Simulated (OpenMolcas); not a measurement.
**d8 ions of charge +2 down a group with 6 fluoride ligands in octahedral coordination**

```yaml
Program: OpenMolcas
Method: SS-CASPT2, IPEA 0.25 Eh, imaginary shift 0.1 Eh
Spin-orbit_coupling: state interaction with AMFI integrals over the reference wave functions
```

The d shell is active; CASPT2 correlates the ligand valence shells and the outer metal core. Anionic complexes are neutralised by point charges behind the ligands. Distances were set from a Shannon-type radius of the metal (high-spin where two are listed) plus a fixed donor radius (F 1.31 Å). Ligand basis ANO-RCC-VTZP, DKH2 Hamiltonian. States (labels of O, the rotations of Oh). Energies in cm-1 above the lowest state or level, χT in cm3 K/mol. Spin-only χT is S(S+1) / 2 for the spin of the ground state.

```csv
Ion,Shell,R (Å),Metal basis,Outer charge (e at Å behind ligand),Ground state,First state of that spin,First gap with spin-orbit (degeneracies),χT at 300 K,First state of another spin,Spin-only χT
Ni2+,3d8,2,ANO-RCC-VTZP,0.67 at 2.4,3A2,3T2 7100,"6780 (3, 2)",1.431,1E 14060,1.000
Pd2+,4d8,2.17,ANO-RCC-VTZP,0.67 at 2.6,3A2,3T2 10730,"8290 (3, 2)",1.518,1E 9300,1.000
Pt2+,5d8,2.11,ANO-RCC-VTZP,0.67 at 2.4,3A2,3T2 15820,"6600 (3, 2)",1.759,1E 7790,1.000
```

The rows also differ in their outer charges, so part of each step comes from that.

Every ion keeps the highest spin of its shell. χT departs most from the spin-only value for Pt2+, by +0.759 cm3 K/mol.

Roots that are degenerate in the reference are averaged as groups; the widest CASPT2 spread within a group is 85 cm-1 (the 3-fold group of multiplicity 3 near 10700 cm-1 above the lowest state of its run, Pd2+). Shifts and gaps below about the spread of the groups concerned are not significant. Over all roots computed the reference weight is 0.68 to 0.69 in Ni2+, 0.67 to 0.68 in Pd2+, 0.67 to 0.68 in Pt2+; a low but even weight reflects the number of correlated electrons. Ligand-to-metal charge-transfer states are missing. A single d shell leaves out the double-shell effect, which counts most for late 3d ions, where the CASPT2 field can be off either way by tens of per cent (holds for Ni2+). These CASPT2 states fit no ligand-field parameters well, so their order and spin gaps are uncertain (holds for Ni2+). For late 3d ions with one d shell CASPT2 can put B and the spin-flip bands somewhat low as well as high (holds for Ni2+). With one d shell and no ligand orbital active, 10Dq can be off by tens of per cent for divalent 3d ions, low with halides held by bare charges and at times high in hosts, and the orbital part of g and χT goes as 1/10Dq (holds for Ni2+). Free-ion shares, where given, are those of the reference states; single-state CASPT2 does not remix them (holds for Ni2+; Pd2+). Real 4d8 and 5d8 ions are as a rule square planar and diamagnetic (holds for Pd2+; Pt2+). With no ligand orbital active B as a rule stays too high, so bands that hang on it stand too high and its fall with covalency is understated (holds for Pd2+; Pt2+). With one d shell and no ligand orbital active, 10Dq can be off by a tenth or more (holds for Pd2+; Pt2+). The least metal-like active orbital is 82 % on the metal (Löwdin) and no ligand orbital is active, so the numbers are rough (holds for Pt2+). No measured value stands beside these numbers; the geometry was imposed, not optimised, and the real ion may take another.
